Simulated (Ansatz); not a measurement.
SnH2Cl (SMILES [Cl][SnH2]): the energy, rung by rung

SnH2Cl: 4 atoms, total charge 0, spin state doublet. SMILES: `[Cl][SnH2]`. The shape is that of a PBE0-D4/def2-TZVP optimisation.

```xyz
4

Cl   -1.8826    0.3984   -0.5850
Sn    0.3800   -0.1796   -0.3971
H     0.4125   -1.5000    0.7096
H     1.1455    1.2210    0.2521
```

Quantity: the energy change with the Cl1–Sn2 bond stretched from 2.343 to 4.686 Å, in eV. The values are calculated.

```csv
level,kind,program,value (eV),CPU time (all runs)
UHF/STO-3G,Hartree–Fock,Ansatz,4.25,5.6 s
U-revPBE/STO-3G,GGA,Ansatz,?,17 s
UBLYP/STO-3G,GGA,Ansatz,?,19 s
UPBE/STO-3G,GGA,Ansatz,4.25,20 s
U-r2SCAN/STO-3G,meta-GGA,Ansatz,4.45,71 s
UHSE06/STO-3G,range-separated hybrid,Ansatz,4.50,19 s
UCCSD/STO-3G,coupled cluster or CI,Ansatz,4.37,9.9 s
UCCSDT/STO-3G,coupled cluster or CI,Ansatz,4.39,12 s
FCI/STO-3G,exact in the basis,Ansatz,4.38,20 s
```

Q: Estimate the missing values from the other rows.

A: As computed at these levels: U-revPBE/STO-3G: 4.09 eV; UBLYP/STO-3G: 4.01 eV. All-electron rows without a relativistic Hamiltonian named are non-relativistic. The first shape isn't each level's own minimum. The values span 4.01 to 4.50 eV. Spin contamination of the reference (⟨S²⟩ at least 0.1 too high) touches UHF/STO-3G, U-revPBE/STO-3G, UPBE/STO-3G, U-r2SCAN/STO-3G, UHSE06/STO-3G, UCCSD/STO-3G, UCCSDT/STO-3G. All rows use very small basis sets, so even the best lies far from the true value. In the correlated wave-function rows the outer d shell of Sn is correlated, in sets not made for it. CPU times are rough (shared hosts, several kinds of processor): they show what a rung costs within a factor of a few.
